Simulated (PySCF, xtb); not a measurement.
SnF₃, SMILES [F][Sn+]([F])[F], charge +1.

Harmonic wavenumbers (cm⁻¹) from xtb with GFN2-xTB at its own minimum, in rising order: 46, 47, 76, 218, 374, 375.

Task: What does B3LYP-D3(BJ)/def2-SVP (PySCF) give at its own minimum? (An estimate is asked for; the answer gives what the named calculation found.)

Result: 132, 132, 151, 653, 729, 729. Paired by order, the mean absolute difference is 232 cm⁻¹ and the zero-point energies are 1.6 and 3.6 kcal/mol.
